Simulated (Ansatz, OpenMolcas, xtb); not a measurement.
## AlGeNH4O (SMILES [NH2][GeH]1[O][AlH]1): methods side by side

AlGeNH4O has 8 atoms, charge 0, and is taken as a singlet. As SMILES, `[NH2][GeH]1[O][AlH]1`. Geometry: relaxed at PBE0-D4/def2-TZVP. This is one conformer, not always the lowest.

Each level gives the HOMO–LUMO gap (eV). The values are calculated.

| level | kind | program | value (eV) | CPU time |
| --- | --- | --- | --- | --- |
| GFN1-xTB | semi-empirical | xtb | 2.63 | under 2 s |
| HF/6-31G* (RICD fitting, Cartesian functions) | Hartree–Fock | OpenMolcas | 10.06 | 4.1 s |
| SVWN5/6-31G* (spherical functions) | LDA | Ansatz | 3.07 | 4.8 s |
| revPBE/6-31G* (spherical functions) | GGA | Ansatz | 3.17 | 7.5 s |
| M06-L/6-31G* (spherical functions) | meta-GGA | OpenMolcas | 3.69 | 60 s |
| TPSS/6-31G* (spherical functions) | meta-GGA | OpenMolcas | 3.37 | 60 s |
| B3LYP/6-31G* (spherical functions) | global hybrid | OpenMolcas | 4.60 | 53 s |
| wB97M-V/6-31G* (spherical functions) | range-separated hybrid | Ansatz | 8.66 | 98 s |
| PBE-QIDH/6-31G* (spherical functions) | double hybrid | Ansatz | 8.10 | 14 s |

All-electron rows without a relativistic Hamiltonian named are non-relativistic. The values span 2.63 to 10.06 eV. Orbital gaps aren't excitation energies, and those of double hybrids come from the SCF part alone; they tend to grow with the share of exact exchange. CPU times are rough (shared hosts, several kinds of processor and program).
